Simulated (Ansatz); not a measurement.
The first iterations of a band of Cl3HSi + ClH (7 atoms, charge 0, multiplicity 1).

Computed with Ansatz, RKS PBE-D4/def2-SVP.

```
movable images  : 9
climbing image  : yes
spring          : 5.0 eV/Å²
optimiser       : quadratic models (default)
start path      : through a guess of the saddle point
force threshold : 0.05 eV/Å
iteration limit : 60
end points      : relaxed
```

Initial state:

```xyz
7
Properties=species:S:1:pos:R:3
Si 0.364 0.000 -0.283
H 0.327 0.000 1.204
Cl 2.334 0.000 -0.899
Cl -0.561 1.684 -1.024
Cl -0.561 -1.684 -1.024
Cl -2.825 0.000 1.573
H -2.335 0.000 2.775
```

Final state:

```xyz
7
Properties=species:S:1:pos:R:3
Si -0.440 0.000 -0.894
H -0.492 0.000 3.007
Cl 1.194 0.000 0.349
Cl -0.401 1.675 -2.076
Cl -0.401 -1.675 -2.076
Cl -2.152 0.000 0.237
H -0.567 0.000 3.773
```

| iteration | highest image above the first end (eV) | largest band force component (eV/Å) |
| --- | --- | --- |
| 1 | 3.655 | 7.372 |
| 2 | 2.970 | 3.043 |
| 3 | 1.760 | 3.008 |
| 4 | 1.413 | 1.294 |

**Question.** Does the band converge within its limit, and where does its top end?

**Answer.** The forces met the threshold. It ended after 13 iterations with the highest image 1.481 eV above the first end. A vibrational analysis at the climbing image gives one clearly imaginary mode, 783i cm⁻¹: a first-order saddle point. The orbitals stay closed-shell, which can raise the energy where a bond breaks towards radicals; this wasn't checked here.

The run took 2.9 min on 2 threads of Intel(R) Xeon(R) Platinum 8488C (Sapphire Rapids), on a shared host, peak memory 0.22 GiB.
